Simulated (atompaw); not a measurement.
## Er: one change to a PAW (atompaw) potential, before and after

* Element: erbium (Er)
* Generator: atompaw 4.2.0.5
* Type: PAW
* Functional: LDA (PW92)
* Relativity: scalar-relativistic
* Frozen core: [Kr] 4d10
* Valence charge: 22
* Reference configuration: 4f12 5s2 5p6 5d0 6s1.75 6p0 (charge +0.25)
* Partial waves: 5s (bound): rc 2.10 bohr; 6s (bound): rc 2.45 bohr; 5p (bound): rc 1.55 bohr; 6p (bound, empty): rc 2.45 bohr; 5d (bound, empty): rc 2.45 bohr; 5d channel at 1.05 Ry: rc 2.45 bohr; 4f (bound): rc 0.70 bohr; 4f channel at 1.6 Ry: rc 0.70 bohr
* Local potential: troulliermartins scheme with l = 4 at 1 Ry, radius 2.15 bohr
* Core correction: smooth core density matched at 2.00 bohr
* Augmentation charge: sinc compensation charge, radius 2.05 bohr; PAW radius 2.45 bohr; waves and projectors: custom polynom vanderbiltortho

Change: local potential troulliermartins scheme with l = 4 at 1 Ry, radius 1.80 bohr.

Cutoffs: the cutoffs (Ry, on a coarse ladder) from which the occupation-weighted sum of valence levels, in a spherical-Bessel basis at the reference potential, stays within 10 and 1 mRy of its value at 400 Ry; they do not see the model core or the augmentation charge, which bear on the density cutoff.

Problem. What does the change do?

Solution. The range in which the s phases agree narrows (upper end 3.9 → 2.0); neither file shows a bound ghost.

```tsv
quantity	base	changed
cutoff, loose	over 300 Ry	over 300 Ry
cutoff, tight	over 300 Ry	over 300 Ry
bound ghosts	none	none
s: phases at 2.46 bohr within 0.05 rad from the reference energy up to (Ry; the scan ends near 5)	3.9	2.0
p: phases at 2.46 bohr within 0.05 rad from the reference energy up to (Ry; the scan ends near 5)	1.6	1.3
d: phases at 2.46 bohr within 0.05 rad from the reference energy up to (Ry; the scan ends near 5)	to the end of the scan	4.4
f: phases at 2.46 bohr within 0.05 rad from the reference energy up to (Ry; the scan ends near 5)	to the end of the scan	to the end of the scan
lowest overlap eigenvalue by channel	s 0.67, p 0.63, d 0.93, f 0.99	s 0.67, p 0.63, d 0.93, f 0.97
```

 The cutoffs see the waves, projectors and local potential, not the compensation charge or the core.
